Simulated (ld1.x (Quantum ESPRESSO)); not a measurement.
Reading a pseudo-wave (H (Z = 1))

Columns: radius, all-electron u(r) and pseudo u(r) of the 1s shell (level -6.63 eV) of hydrogen in the configuration 1s1; BP86, scalar-relativistic, RRKJ scheme, ld1.x (Quantum ESPRESSO) 7.5.

```tsv
r (bohr)	all-electron	pseudo
0.053	0.0966	0.0820
0.105	0.1814	0.1608
0.158	0.2585	0.2381
0.210	0.3257	0.3093
0.262	0.3853	0.3749
0.315	0.4389	0.4348
0.368	0.4858	0.4872
0.420	0.5259	0.5310
0.473	0.5613	0.5682
0.525	0.5911	0.5982
0.578	0.6170	0.6230
0.630	0.6384	0.6426
0.683	0.6564	0.6589
0.735	0.6708	0.6720
0.788	0.6823	0.6828
0.840	0.6910	0.6911
0.893	0.6973	0.6973
0.945	0.7013	0.7013
0.998	0.7033	0.7033
1.050	0.7035	0.7035
1.102	0.7021	0.7021
1.155	0.6992	0.6992
1.208	0.6950	0.6950
1.260	0.6898	0.6898
1.313	0.6834	0.6834
1.365	0.6762	0.6762
```

Problem. How many radial nodes do the two functions have?

Solution. The all-electron 1s function has n − l − 1 = 0; the pseudo-wave has 0.

Problem. At about which radius was the pseudo-wave matched?

Solution. 0.95 bohr. The columns agree to 0.0005 from 0.79 bohr on; several derivatives are matched, so the curves merge somewhat inside the radius.

Problem. Is the pseudo-wave norm-conserving?

Solution. Yes: the RRKJ scheme keeps the norm inside the radius equal to the all-electron one, which fixes the energy derivative of the logarithmic derivative at the level.
